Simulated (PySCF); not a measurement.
PySCF input file for C2H7OSi, SMILES C[SiH](C)[O], multiplicity 2, PBE0/pcH-1. The structure is a stationary point at B3LYP-D3(BJ)/def2-SVP. The isomer is the one that the SMILES or the coordinates give; other isomers of the formula were not compared.

```python
import numpy as np
from pyscf import gto, scf, dft
from pyscf.prop.hfc import uks as hfc

mol = gto.M(
    atom='''
    C    -1.42716264   -1.04182674   -0.10414484
    Si   -0.05977574    0.22529283   -0.32214524
    C     1.64171384   -0.53079845    0.00994230
    O    -0.14447796    1.43542752    0.84551727
    H    -1.33063205   -1.84113129   -0.85816597
    H    -1.37871779   -1.49663243    0.89777884
    H    -2.42101550   -0.58277794   -0.22661754
    H    -0.10045747    0.79678002   -1.70223076
    H     1.68114184   -0.96679763    1.01927791
    H     2.44072311    0.21846491   -0.08813550
    H     1.81433456   -1.32967419   -0.73079673
    ''',
    basis='pcH-1',
    charge=0,
    spin=1,
    max_memory=1600,
    verbose=3,
)
mf = dft.UKS(mol, xc='pbe0').density_fit(auxbasis='def2-universal-jkfit')
mf.grids.level = 3
mf.conv_tol = 1e-10
mf.max_cycle = 100
mf.kernel()
fine, coarse = mf.grids, dft.Grids(mol).set(level=1).build(with_non0tab=True)
for _ in range(3):  # follow internal instabilities
    mf.grids = coarse
    mo, _, stable, _ = mf.stability(return_status=True, nroots=4)
    mf.grids = fine
    if stable:
        break
    mf.kernel(mf.make_rdm1(mo, mf.mo_occ))
A = hfc.HFC(mf).make_fcdip(mf.make_rdm1())  # Fermi contact and dipolar terms, MHz
print('atom   A(iso)/MHz   principal dipolar parts/MHz')
for i, a in enumerate(A):
    w = np.linalg.eigvalsh((a + a.T) / 2)
    print(f'{mol.atom_symbol(i):2s}{i + 1:3d} {w.mean():12.2f}', (w - w.mean()).round(2))
```

Program output:

```

WARN: HOMO -0.344833273818072 >= LUMO -0.344833273818072

converged SCF energy = -444.81646191639  <S^2> = 0.75401856  2S+1 = 2.0040145
<class 'pyscf.df.df_jk.DFUKS'> wavefunction is stable in the internal stability analysis
atom   A(iso)/MHz   principal dipolar parts/MHz
C   1         7.78 [-2.25 -1.97  4.22]
Si  2        50.31 [-2.12 -1.42  3.55]
C   3        48.50 [-8.24 -8.04 16.28]
O   4       -33.01 [-260.83  129.79  131.04]
H   5         2.85 [-1.88 -0.98  2.86]
H   6        -1.68 [-2.45 -1.75  4.2 ]
H   7        -2.60 [-2.73 -1.61  4.34]
H   8        16.90 [-3.65 -2.89  6.53]
H   9        -5.98 [-5.4  -1.06  6.46]
H  10        -6.67 [-5.56 -1.21  6.78]
H  11        24.26 [-4.56 -1.44  6.01]
```

Self-consistency was reached.
